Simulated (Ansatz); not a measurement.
Geometry optimisation, Ansatz, RKS PBE/cc-pVDZ.

Input file:

```yaml
crystal:
  periodic: [false, false, false]
  atoms:
    - { symbol: Al, position_ang: [-0.812807, 1.063258, 0.175435] }
    - { symbol: F, position_ang: [-0.935746, 1.320166, -1.552701] }
    - { symbol: "N", position_ang: [0.432921, 1.94836, 1.096433] }
    - { symbol: "N", position_ang: [-1.902939, -0.11347, 0.959277] }
    - { symbol: H, position_ang: [0.396851, -0.404533, -1.371023] }
    - { symbol: Si, position_ang: [1.245766, -1.577724, -1.192354] }
    - { symbol: H, position_ang: [0.526494, 1.890354, 2.113757] }
    - { symbol: H, position_ang: [1.054264, 2.667136, 0.719334] }
    - { symbol: H, position_ang: [-2.663737, -0.613805, 0.491268] }
    - { symbol: H, position_ang: [-1.964053, -0.230838, 1.974612] }
    - { symbol: H, position_ang: [1.52741, -1.813547, 0.26862] }
    - { symbol: H, position_ang: [0.547679, -2.782858, -1.766642] }
    - { symbol: H, position_ang: [2.547797, -1.352599, -1.915917] }
basis:
  gaussian: { orbitals: cc-pVDZ }
hamiltonian:
  xc: pbe
relax:
  f_tol: 0.03
  max_steps: 50
```

Command:

```bash
$ ansatz run input.yaml --threads 2 --pin off --max-ram 3072MiB --backend cpu --events-out ev --progress --plain --runs-dir out
```

Where does it end, and by what steps?

It converged. The force dipped under the threshold on the way, but the program's further checks kept it going. After 34 steps the energy has fallen by 0.161 eV; H12 moved furthest, 1.19 Å.

```tsv
step	energy less start (eV)	largest force component (eV/Å)	accepted
0	0.0000	0.986	yes
2	-0.0791	0.840	yes
4	-0.1149	0.620	yes
6	-0.1375	0.066	yes
8	-0.1427	0.062	yes
10	-0.1464	0.052	yes
12	-0.1498	0.096	yes
14	-0.1521	0.036	yes
16	-0.1534	0.043	yes
18	-0.1542	0.053	yes
20	-0.1551	0.071	yes
22	-0.1561	0.062	yes
24	-0.1570	0.057	yes
26	-0.1577	0.034	yes
28	-0.1583	0.062	yes
30	-0.1594	0.113	yes
32	-0.1602	0.037	yes
34	-0.1606	0.008	yes
```

```xyz
13
Properties=species:S:1:pos:R:3
Al -0.687 1.022 0.057
F -1.133 1.399 -1.549
N 0.221 2.248 1.001
N -1.387 -0.487 0.768
H 1.090 -0.057 -0.682
Si 1.023 -1.556 -0.967
H 0.570 2.098 1.951
H 0.749 3.002 0.556
H -2.199 -0.937 0.335
H -1.399 -0.674 1.775
H 1.202 -2.315 0.317
H -0.248 -1.908 -1.683
H 2.197 -1.834 -1.879
```

Time of the run: 33 s on 2 threads of AMD EPYC 9R45 96-Core Processor (Zen 5), on a shared host, peak memory 0.19 GiB.
